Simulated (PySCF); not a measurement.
These 2 structures share the formula C7H9NO2. The calculation used PBE0-D3(BJ)/def2-SVP geometry optimisation, gas phase (PySCF). One conformer each; no zero-point energy, no entropy. No frequencies were run at this level. Point groups hold within 0.08 Å.

Question: Rank from lowest to highest electronic energy at this level (kJ/mol).
A. `[O:1]=[CH:2]/[CH:3]=[C:4]1/[CH2:5][C@@H:6]1[CH2:7][NH:8][CH:9]=[O:10]` with O1–C2–C3–C4 -12°, C5–C6–C7–N8 -154°, C6–C7–N8–C9 -123°, C7–N8–C9–O10 -5°
B. `[NH2:1][C:2](=[O:3])[C@@H:4]1[CH2:5][CH:6]=[CH:7][C:8](=[O:9])[CH2:10]1` with H–N1–C2–O3 3° and 179°, N1–C2–C4–C5 -156°, C2–C4–C5–C6 -168°, C4–C5–C6–C7 19°, C6–C7–C8–O9 -178°, C7–C8–C10–C4 -34°

Answer: B (0.0), A (189.0).

As drawn, the higher has a three-membered ring, which the lower lacks.

```csv
SMILES,E (Eh),E rel (kJ/mol),dipole (D),point group,"A, B, C (MHz)"
NC(=O)[C@@H]1CC=CC(=O)C1,-476.50348,0.0,2.98,C1,"2468, 921.9, 729.5"
O=C/C=C1/C[C@@H]1CNC=O,-476.43148,189.0,5.53,C1,"2061, 872.0, 633.4"
```
